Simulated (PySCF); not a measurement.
SiHMe2(NCO), C3H7NOSi.
Cartesian coordinates in Å at the PBE0-D3(BJ)/def2-SVP level; atoms count from 1:
```xyz
13
C3H7NOSi angstrom
Si     0.0130    0.0080    0.5552
H     -0.0404   -0.1103    2.0434
C      1.7873    0.0723   -0.0276
H      2.3344   -0.8312    0.2816
H      2.3041    0.9479    0.3960
H      1.8338    0.1433   -1.1253
C     -0.9735    1.4889   -0.0159
H     -2.0204    1.4156    0.3155
H     -0.9659    1.5593   -1.1147
H     -0.5493    2.4201    0.3916
N     -0.7225   -1.4219   -0.0952
C     -1.2350   -2.3955   -0.5618
O     -1.7350   -3.3488   -1.0205
```

A calculation gives these core lines: C 1s: 290.39 (area 2), 294.60 (area 1) eV; N 1s: 405.20 eV; O 1s: 539.04 eV; Si 1s: 1847.21 eV; Si 2p3/2: 107.27 eV.

Level of theory: delta-SCF UKS SCAN, pcX-2 on the ionised atom, pcseg-1 elsewhere, spin-free X2C (PySCF 2.14.0). Isolated species at its PBE0-D3(BJ)/def2-SVP geometry, gas phase.

(1) Order the carbon atoms by C 1s binding energy.

## Answers

(1) 290.39 eV: C3/C7 (carbon bonded to Si and 3 H); 294.60 eV: C12 (carbon bonded to N and O). Lowest listed C 1s: C3/C7, bonded to 3 H and Si. Highest, 4.21 eV above it: C12, bonded to O and N.

Bonded neighbours of each site: Si1: N, 2 C and H; C3/C7: 3 H and Si; N11: C and Si; C12: O and N; O13: C.

Task: Which photon wavelength matches the O 1s of O13 threshold?

Result: λ = hc/E = 12398.42 eV Å / 539.04 eV = 23.001 Å.

The first atom of each set that the bonding makes equivalent was ionised and stands for the set. The 2p values add to the ΔSCF energy of one spin-free hole a correction within the shell (spin–orbit coupling, ligand field). 2p1/2 minus 2p3/2 (ligand field included): Si 0.63 eV.

On one thread of an Arm Neoverse V2, no GPU, on a shared host, this took 39 s wall and 0.50 GiB of memory at its peak.
